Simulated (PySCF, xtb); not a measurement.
Ga(I)2(Me) (CH₃GaI₂), SMILES [CH3][Ga]([I])[I].

GFN2-xTB (xtb) at its own geometry gives an orbital gap of 3.98 eV and a dipole moment of 6.01 D.

Geometry optimised at PBE0-D3(BJ)/def2-SVP. The def2 effective core potentials stand for the cores of I; spin–orbit coupling is left out.

### Question
What does PBE/def2-TZVP (PySCF) give? (The exact figures need the calculation; the answer reports its results.)

### Answer
gap 4.05 eV (levels -6.40 and -2.35 eV), dipole 2.05 D.
